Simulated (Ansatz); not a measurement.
`OPS` + `O[SiH2][Al]([OH])[OH]` → `O[SiH2]PO` + `[OH][Al]([OH])[SH]`  (redistribution)

Gas-phase electronic energies from Ansatz, PBE0-D4/def2-TZVP geometries. CCSD(T)/CBS adds triple-zeta CCSD(T) − MP2 to the extrapolated MP2 energy (def2 sets, frozen cores). This one scheme is used for every species. DFT in def2-TZVPP. B3LYP here is the variant with VWN-RPA as its local correlation; programs differ in this. Each species was taken in one conformer, which may not be the lowest.

Problem. Is it downhill or uphill in electronic energy at CCSD(T)/CBS, and by how much? (Best estimate.)

Solution. The calculation gave: Downhill: ΔE = -92.0 kJ/mol.

Problem. What do these levels give: PBE-D4, B3LYP-D4, ωB97M-V, B2PLYP, PBE, PBE0, HF/def2-TZVPP, MP2/def2-TZVPP, SCS-MP2/def2-TZVPP, CCSD/def2-TZVPP, HF/CBS(def2), MP2/CBS(def2)? (Best estimate.)

Solution. The calculation gave: PBE-D4 -75.0, B3LYP-D4 -86.3, ωB97M-V -93.6, B2PLYP -89.7, PBE -73.2, PBE0 -82.6, HF/def2-TZVPP -101.9, MP2/def2-TZVPP -98.5, SCS-MP2/def2-TZVPP -96.2, CCSD/def2-TZVPP -96.4, HF/CBS(def2) -100.3, MP2/CBS(def2) -96.1 kJ/mol.

Largest T1 diagnostic among the species: 0.014.

In def2-TZVPP, CCSD(T) changes the Hartree–Fock value by +7.5 kJ/mol (the triples alone add +2.0 kJ/mol) and MP2 by +3.5 kJ/mol. From PBE to PBE0 (25 % exact exchange), in def2-TZVPP and without D4, ΔE moves by −9.4 kJ/mol.
